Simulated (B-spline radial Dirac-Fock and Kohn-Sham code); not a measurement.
Z = 74 (tungsten), transition energy 50 keV. Calculated with a radial B-spline solver, using a Dirac-Hartree-Slater potential of the neutral atom with a Latter tail (no hole, which puts coefficients of high multipoles low close above an edge), finite nucleus with surface currents. The K shell is not open to conversion at this energy. Subshells that would emit electrons below 1 keV are left out.

**Question.** A pure transition shows α(L) = 0.366, L1/L2 = 1.86 and L1/L3 = 1.49. What is its multipolarity?
A. E2
B. E4
C. M4
D. M2
E. E3
F. M1
G. M3
H. E1

**Answer.** H. For comparison, α(L), L1/L2, L1/L3 are E2 64.7, 0.0141, 0.0131; E3 3540, 0.0195, 0.0194; E4 97300, 0.0215, 0.0219; M1 4.81, 10.2, 82.4; M2 201, 11.0, 2.62; M3 8990, 8.97, 0.351; M4 287000, 7.26, 0.130.
